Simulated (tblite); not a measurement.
C4H11NO3Si.
Structure used (GFN2-xTB), in Å, numbered top down from 1:
```xyz
20
C4H11NO3Si angstrom
C      2.0578    1.6456    0.2212
C      1.2062    0.4968   -0.2948
O      2.0797   -0.6352   -0.4652
C      1.6431   -1.6359   -1.2002
O      0.6174   -1.7024   -1.8124
O      0.2297    0.1484    0.5983
Si    -1.3883    0.3523    0.4185
C     -2.0997   -0.8072    1.7367
N     -1.7893    0.0719   -1.2318
H      2.8491    1.8717   -0.4871
H      2.4927    1.3644    1.1760
H      1.4245    2.5169    0.3563
H      0.7734    0.7361   -1.2771
H      2.4007   -2.4392   -1.1870
H     -1.7189    1.7628    0.6589
H     -3.1735   -0.6699    1.8120
H     -1.6737   -0.6194    2.7164
H     -1.9164   -1.8503    1.4931
H     -2.7530    0.0504   -1.5197
H     -1.2664   -0.6471   -1.7153
```

Computed with GFN2-xTB (tblite): harmonic, unscaled wavenumbers at the GFN2-xTB geometry, gas phase. Errors from tens to a few hundred cm⁻¹ against measured bands are possible. Modes of hydrogen on silicon can be 10 to 20 % off. One conformer, not necessarily the lowest.

Harmonic wavenumbers (cm⁻¹): 37.3, 68.4, 87.6, 100.6, 126.9, 169.9, 178.7, 184.4, 243.9, 256.3, 294.9, 303.5, 351.8, 458.1, 476.4, 582.0, 668.6, 680.1, 737.8, 752.6, 778.1, 802.9, 816.9, 859.5, 879.5, 929.7, 941.1, 988.8, 1074.0, 1123.5, 1147.4, 1194.8, 1310.6, 1328.5, 1359.2, 1376.9, 1383.0, 1460.9, 1469.3, 1485.5, 1492.2, 1507.8, 1786.7, 2198.5, 2819.0, 2880.3, 3032.9, 3050.7, 3053.4, 3056.8, 3057.2, 3059.0, 3420.9, 3514.9.

A = 1798, B = 1021, C = 823.0 MHz; mass 149.051 u (most abundant isotopes); point group C1, symmetry number 1.

Task: Zero-point energy?

Result: Half the sum of the wavenumbers: 33700 cm⁻¹ = 96.35 kcal/mol.

Task: Give the ideal-gas entropy at 298.15 K and 1 bar in the rigid-rotor, harmonic-oscillator model (classical rotation).

Result: Translation 40.93, rotation 29.74, vibration 39.11: S = 109.8 cal/(mol K).

Task: And Cp and H(298.15 K) − H(0)?

Result: Cp = 45.16 cal/(mol K), of which vibrations give 37.22 (their classical limit is 54 R = 107.3); H(298.15 K) − H(0) = 8.37 kcal/mol without the zero-point energy, 6.00 from vibrations.

Task: What must be added to the electronic energy to get the Gibbs energy at 298.15 K and 1 bar?

Result: ZPE + [H(298.15 K) − H(0)] − T·S = 96.35 + 8.37 − 32.73 = 71.99 kcal/mol.

Task: Blend soft modes into free rotors: weight 1/[1 + (100 cm⁻¹/ν̃)⁴] for the oscillator and the rest for a rotor with moment μB/(μ + B), μ = h/(8π²ν), B = 10⁻⁴⁴ kg m². What vibrational entropy results?

Result: 35.94 cal/(mol K) in place of 39.11, which changes −T·S at 298.15 K by +0.95 kcal/mol.

Task: How do the functions run with temperature in this model?

Result: 
```
T (K)  S (cal/(mol K))  Cp (cal/(mol K))  H − H(0) (kcal/mol)  G − H(0) (kcal/mol)  ln q(vib)
  100             74.1              23.3                 1.52                -5.89       2.46
  200             94.0              34.7                 4.45               -14.35       6.13
  300            110.1              45.4                 8.45               -24.57       9.62
  500            137.7              63.3                19.42               -49.43      16.11
  800            171.5              80.5                41.23               -96.01      24.88
 1000            190.3              88.0                58.11              -132.24      30.14
```

q(vib) and H(0) count from the zero-point level.

Task: Which modes carry the vibrational entropy at 298.15 K?

Result: 37.3 cm⁻¹: 5.40; 68.4 cm⁻¹: 4.20; 87.6 cm⁻¹: 3.71; 100.6 cm⁻¹: 3.44; 126.9 cm⁻¹: 2.99; 169.9 cm⁻¹: 2.44 cal/(mol K); the other 48 give 16.93 together.

Hindered rotation and anharmonicity are outside this model. Other conformers, if any are populated, would add a mixing term that is left out. The structure is chiral; the term R ln 2 for an equal mix with its mirror image is left out.
